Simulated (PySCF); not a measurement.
C₃H₈OS₂Si.
Atom-mapped SMILES: `[SiH3:1][O:2][C@@H:3]1[S:4][CH2:5][C@H:6]1[SH:7]` (hydrogens: H8, H9, H10 on Si1; H11 on C3; H12, H13 on C5; H14 on C6; H15 on S7)

Computed with TDDFT B3LYP/def2-SVPD, vertical, gas phase, core orbitals frozen in the response in PySCF 2.14.0, density-fitted response routines. One conformer (not necessarily the lowest) at the GFN2-xTB geometry, without solvent, vibrations or thermal averaging. Torsions of this conformer, `[SiH3:1][O:2][C@@H:3]1[S:4][CH2:5][C@H:6]1[SH:7]`: Si1–O2–C3–S4 -177°, H–S7–C6–C5 -76°.

```json
{"state": "S1", "λ (nm)": "270.4", "E (eV)": "4.58", "f": "0.0007", "|μ| (D)": "0.20", "main configurations (H = HOMO, L = LUMO)": "H→L (80%), H→L+1 (15%)"}
{"state": "S2", "λ (nm)": "234.7", "E (eV)": "5.28", "f": "0.012", "|μ| (D)": "0.77", "main configurations (H = HOMO, L = LUMO)": "H-1→L (44%), H→L+1 (28%), H-1→L+1 (15%)"}
{"state": "S3", "λ (nm)": "228.7", "E (eV)": "5.42", "f": "0.010", "|μ| (D)": "0.70", "main configurations (H = HOMO, L = LUMO)": "H→L+1 (54%), H-1→L (21%), H-1→L+1 (12%)"}
{"state": "S4", "λ (nm)": "217.2", "E (eV)": "5.71", "f": "0.0041", "|μ| (D)": "0.44", "main configurations (H = HOMO, L = LUMO)": "H→L+2 (62%), H-1→L+1 (18%)"}
{"state": "S5", "λ (nm)": "214.5", "E (eV)": "5.78", "f": "0.045", "|μ| (D)": "1.43", "main configurations (H = HOMO, L = LUMO)": "H-1→L+1 (49%), H-1→L (23%), H→L+2 (21%)"}
{"state": "S6", "λ (nm)": "209.3", "E (eV)": "5.92", "f": "0.015", "|μ| (D)": "0.81", "main configurations (H = HOMO, L = LUMO)": "H→L+3 (83%), H→L+2 (8%)"}
{"state": "S7", "λ (nm)": "205.7", "E (eV)": "6.03", "f": "0.027", "|μ| (D)": "1.08", "main configurations (H = HOMO, L = LUMO)": "H-1→L+2 (49%), H-1→L+3 (42%)"}
{"state": "S8", "λ (nm)": "201.0", "E (eV)": "6.17", "f": "0.025", "|μ| (D)": "1.04", "main configurations (H = HOMO, L = LUMO)": "H→L+4 (74%), H→L+6 (10%)"}
```

Triplets (Tamm–Dancoff): T1 4.14 eV, H→L (73%), H→L+1 (18%); T2 4.95 eV, H-1→L (47%), H-1→L+1 (28%), H-1→L+3 (10%); T3 5.24 eV, H→L+1 (67%), H→L (16%).

The lowest singlet comes at 270 nm (442 kJ/mol) in the ultraviolet; it is very weak; its leading configuration is HOMO→LUMO (80%). The strongest level in the table is S5 at 5.78 eV (215 nm, f = 0.045). Löwdin shares by element: HOMO sulfur 70% or more, carbon 17% or more; LUMO sulfur 48%, carbon 11% or more, silicon 8% (atoms not listed hold the other 33%). Weighted by f, the mean energy of these states is 5.84 eV. The listed states span 1.58 eV, and the widest gap between neighbours is 0.70 eV (S1 to S2). The oscillator strengths of these states sum to 0.138; summed over the whole spectrum of an exact calculation they would give the number of electrons, 80 (Thomas–Reiche–Kuhn). Singlets were solved by full linear response, triplets in the Tamm–Dancoff approximation.
